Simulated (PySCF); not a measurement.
# Computed properties of Be(Br)(SH) (BeBrHS), SMILES [SH][Be][Br]

Be(Br)(SH) (BeBrHS), SMILES [SH][Be][Br]. Geometry optimised at PBE0-D3(BJ)/def2-TZVP. The values are those of a single conformer. All values are computed for the isolated molecule unless a solvent is named; none is compared with measurement here.

**Structure.** The optimised structure has Cs symmetry. All 6 harmonic modes at PBE0-D3(BJ)/def2-TZVP (PySCF) are real, so it is a minimum. With heavy atoms numbered as in [Be:1]([Br:2])[SH:3], the shortest bond between them is Be1–S3 at 1.897 Å and the longest Be1–Br2 at 1.958 Å.

**Vibrations.** The strongest infrared lines (harmonic, unscaled, degenerate partners summed) lie at 1021 cm⁻¹ (352 km/mol, Be 90 %), 189 cm⁻¹ (28 km/mol, Be 80 %, H 12 %), 220 cm⁻¹ (23 km/mol, Be 91 %). The softest mode is at 189 cm⁻¹ and the zero-point energy is 7.2 kcal/mol.

**Electronic structure.** r2SCAN/def2-TZVPD (PySCF) places the frontier levels at -6.99 and -1.28 eV, a gap of 5.71 eV, and gives a dipole moment of 0.75 D and a mean polarisability of 58.9 bohr³.

**Excitations.** TDDFT-CAM-B3LYP/def2-SVPD (PySCF) has S1 at 5.58 eV (222 nm, f = 0.000, dark); the most intense of the 10 singlets computed lies at 7.56 eV (f = 0.12). T1 (TDA) is at 5.34 eV. No vertical singlet excitation falls in the visible range (under 3.1 eV).

**NMR.** GIAO shifts at PBE0/pcSseg-2 (PySCF) (non-relativistic, atoms alike by connectivity averaged): ¹H at 0.4 ppm against TMS. Without spin–orbit terms, shifts of atoms bonded to Cl or Br come out too high.
